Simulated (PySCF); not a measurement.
BrHSi, neutral, multiplicity 1. Atoms are numbered in the order given.

```xyz
3

Si     0.1085     1.5811     0.0000
H     -1.4042     1.7667     0.0000
Br    -0.0033    -0.6829     0.0000
```

Geometry optimised at B3LYP-D3(BJ)/def2-TZVP.

All values below come from PySCF with ωB97X/def2-TZVPD.

Symmetry labels are those of the subgroup Cs that the program uses (full group Cs).

Computed valence orbital energies around the gap with their symmetry:
| orbital | symmetry | energy (eV) |
|---|---|---|
| HOMO−7 | A" | -74.47 |
| HOMO−6 | A' | -74.46 |
| HOMO−5 | A' | -24.60 |
| HOMO−4 | A' | -16.91 |
| HOMO−3 | A' | -12.61 |
| HOMO−2 | A" | -11.37 |
| HOMO−1 | A' | -11.28 |
| HOMO | A' | -9.27 |
| LUMO | A" | -1.05 |
| LUMO+1 | A' | 1.27 |
| LUMO+2 | A' | 1.82 |
| LUMO+3 | A' | 2.27 |
